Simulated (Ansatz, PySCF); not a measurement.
Molecule: RbCl, charge 0, multiplicity 1. SMILES: [Cl][Rb]
Coordinates optimised at B3LYP-D3(BJ)/def2-TZVP (Ansatz, a program for electronic structure):
```
Rb
Cl 1 2.8664
```
Charge 0, spin multiplicity 1.

Unscaled harmonic wavenumbers (cm⁻¹) in rising order, each level at the stationary point that it reaches from this structure (no distance between atoms moves by over 0.3 Å); the order of modes can differ between levels, and a negative number is imaginary. B3LYP-D3(BJ)/def2-TZVP (PySCF, at the structure above): 223.

HF/6-31G* with LANL2DZ past Ar (Ansatz): 209. Zero-point energy 0.3 against 0.3 kcal/mol.

B3LYP/6-31G* with LANL2DZ past Ar (Ansatz): 211. Zero-point energy 0.3 against 0.3 kcal/mol.
